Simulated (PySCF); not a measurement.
**How methods differ on the ionisation energy of Xe²⁵⁺**

Xe²⁵⁺ [Ar] 3d10 4s1 [4s1/2^1, M_J = 1/2] → Xe²⁶⁺ [Ar] 3d10, as a difference of total energies. All numbers are calculated (PySCF 2.14, the two-component X2C-1e Hamiltonian, in an uncontracted even-tempered set (17 s from 1.9 bohr⁻², ratio 2.8; 13 p from 2.5 bohr⁻², ratio 2.8; 8 d from 4.5 bohr⁻², ratio 2.8; 4 f from 11 bohr⁻², ratio 3)). Correlated levels: [Ne] frozen; the 74 highest virtual spinors dropped. "Screened" scales the spin-orbit matrix elements by Boettger's factors to mimic the two-electron term; Breit and QED terms are absent.

```csv
method,ionisation energy (eV)
GHF (spin-free),850.13
GMP2 (spin-free),851.28
GHF (screened spin-orbit),850.08
GMP2 (screened spin-orbit),851.24
```

Problem. How much does correlation contribute at GMP2 (screened spin-orbit)?

Solution. 851.24 − (850.08) = 1.16 eV, measured against GHF (screened spin-orbit).

Breit and QED terms and the two-electron picture change are absent.

For comparison: 857 ± 0.4 eV (semi-empirical (NIST evaluation); NIST Atomic Spectra Database, ionization energies).
